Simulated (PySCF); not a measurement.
Gas-phase reaction: 4 GeH3F → GeH2F2 + Ge3H8 + 2 HF

Energies from PySCF, thermal terms from the rigid-rotor harmonic-oscillator model, ideal gas at 1 bar. † marks an energy on the PBE0/def2-TZVP geometry and frequencies; other levels use their own. MP2 freezes the core. 6-31G* has spherical d functions here. All species are closed-shell singlets. B3LYP is the form with VWN-RPA correlation. Ge: all electrons, no relativistic terms. GeH2F2: computed as isolated molecules; such fragments, hydroxides, amides, oligomers or adducts are transient or little studied in the gas. MP2 isn't extrapolated to the basis-set limit; its ΔH°(298 K) is 54.6 kJ in def2-SVP and 20.4 kJ in def2-TZVPP. The harmonic model lacks anharmonicity and excited electronic states, which grow with temperature; levels with a mode under 35 cm⁻¹ are left out. Internal rotation in Ge3H8 is treated as a harmonic vibration of one conformer, which makes the entropy rough.

| level | ΔE electronic, kJ | ΔH°(298 K), kJ | ΔS°(298 K), J/K | ΔG°(2000 K), kJ |
|---|---|---|---|---|
| B3LYP/6-31G* | 103 | 110 | 7 | 53 |
| B3LYP/def2-TZVP† | 55 | 64 | 3 | 15 |
| BLYP/def2-TZVP† | 59 | 69 | 3 | 19 |
| HF/6-31G* | 112 | 120 | 2 | 70 |
| M06-2X/def2-TZVP† | 70 | 79 | 3 | 30 |
| MP2/def2-TZVPP† | 11 | 20 | 3 | -29 |
| PBE/def2-TZVP† | 23 | 32 | 3 | -17 |
| PBE0/def2-TZVP | 21 | 30 | 3 | -19 |
| r2SCAN/def2-TZVP† | 36 | 46 | 3 | -4 |
| LDA/def2-TZVP† | 2 | 11 | 3 | -38 |
| ωB97M-V/def2-TZVP† | 39 | 49 | 3 | -1 |
ΔH° is lowest at LDA/def2-TZVP† and highest at HF/6-31G*. No reference value is set beside these.
